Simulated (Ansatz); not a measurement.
Ansatz (a quantum-chemistry and plane-wave program) input (CCSD(T)/aug-cc-pVDZ):

Ansatz 0.2 input:
```yaml
crystal:
  periodic: [false, false, false]
  atoms:
    - {symbol: B, position_ang: [0.16839656, 0.13790500, -0.48883775]}
    - {symbol: F, position_ang: [1.12695929, -0.44488393, 0.22267439]}
    - {symbol: N, position_ang: [-1.10898947, 0.34994639, 0.00528029]}
    - {symbol: H, position_ang: [-1.83226603, 0.79080338, -0.53444162]}
    - {symbol: H, position_ang: [-1.38942405, 0.07400228, 0.93759890]}
basis:
  gaussian:
    orbitals: aug-cc-pVDZ
magnetization: {spin_polarized: true, initial_magnetization: 1}
correlation: {method: ccsd_t, electrons: outside_noble_gas}
output: {forces: true}
```

End of the output:

```
mean field evaluation 16: about -4892.6531 eV, gradient 8.4e-1 eV
mean field -4892.66751090 eV, -179.8022146565 hartree, gradient 2.3e-6 eV, S^2 0.754401; 0 other end points of the search recorded, 0 dependent functions left out
3 core orbitals not correlated
reference -4892.66751090 eV, -179.8022146565 hartree; 9, 8 occupied and 75, 76 virtual orbitals, 835 factors
densities: 3.04 GiB planned
second order -12.08757640 eV of doubles, -0.00000000 eV of singles
coupled cluster: 1.62 GiB planned
cycle   1  -12.19409838 eV  change   -1.1e-1 eV  update   8.2e-2
cycle   2  -12.45954417 eV  change   -2.7e-1 eV  update   2.5e-2
cycle   3  -12.54146438 eV  change   -8.2e-2 eV  update   1.5e-2
cycle   4  -12.54008792 eV  change    1.4e-3 eV  update   4.5e-3
cycle   5  -12.53693967 eV  change    3.1e-3 eV  update   2.1e-3
cycle   6  -12.53763815 eV  change   -7.0e-4 eV  update   7.5e-4
cycle   7  -12.53778686 eV  change   -1.5e-4 eV  update   3.1e-4
cycle   8  -12.53774384 eV  change    4.3e-5 eV  update   1.1e-4
cycle   9  -12.53776928 eV  change   -2.5e-5 eV  update   4.7e-5
cycle  10  -12.53777495 eV  change   -5.7e-6 eV  update   1.7e-5
cycle  11  -12.53777151 eV  change    3.4e-6 eV  update   8.3e-6
cycle  12  -12.53777659 eV  change   -5.1e-6 eV  update   3.7e-6
cycle  13  -12.53777784 eV  change   -1.2e-6 eV  update   1.4e-6
perturbative correction -0.35126120 eV, -0.0129086108 hartree
the calculation of the forces begins
0.31 GiB of device memory are held for the factors and their scratch space
Total energy: -4905.55654994 eV, -180.2758781045 hartree
Atom 0 at     0.168397     0.137905    -0.488838 Å, force    -0.288492     0.516235    -1.084834 eV/Å
Atom 1 at     1.126959    -0.444884     0.222674 Å, force     1.005995    -0.626245     0.784064 eV/Å
Atom 2 at    -1.108989     0.349946     0.005280 Å, force    -0.436501     0.050800     0.224174 eV/Å
Atom 3 at    -1.832266     0.790803    -0.534442 Å, force    -0.231632     0.156918    -0.213035 eV/Å
Atom 4 at    -1.389424     0.074002     0.937599 Å, force    -0.049369    -0.097706     0.289631 eV/Å
Dipole moment:    -0.494554     0.106291     0.129491 e Å
```

It need not be the lowest isomer of its formula.
